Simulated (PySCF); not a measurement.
**Dipole response of Sb⁺ (antimony, charge +1)**

[Kr] 4d10 5s2 5p2, high-spin 3P determinant. Calculation: PySCF 2.14, in aug-cc-pVTZ-DK3; scalar relativity by spin-free X2C-1e. Coupled (time-dependent) response in atomic units; α is the mean over directions.

| method | mean α (bohr³) | α xx, yy, zz | C₆ (like pair) | S(−4) |
| --- | --- | --- | --- | --- |
| wB97X | 24.83 | 23.11, 25.69, 25.69 | 197.9 | 160.3 |

S(−4) is the Cauchy moment in α(ω) = α(0) + S(−4) ω² + …

Spin-orbit coupling is absent.

α(iu) at wB97X:

| u (hartree) | α(iu) (bohr³) |
| --- | --- |
| 0 | 24.83 |
| 0.0500 | 24.44 |
| 0.100 | 23.34 |
| 0.200 | 19.88 |
| 0.300 | 16.10 |
| 0.500 | 10.36 |
| 0.750 | 6.434 |
| 1.00 | 4.396 |
| 1.50 | 2.490 |
| 2.00 | 1.634 |
| 3.00 | 0.8705 |
| 5.00 | 0.3646 |

For an ion, C₆ is the dispersion term alone; charge-induced terms of lower order in 1/R come first.

The components differ because the open shell of this determinant is not spherical; for a pure term their mean is the scalar polarisability.
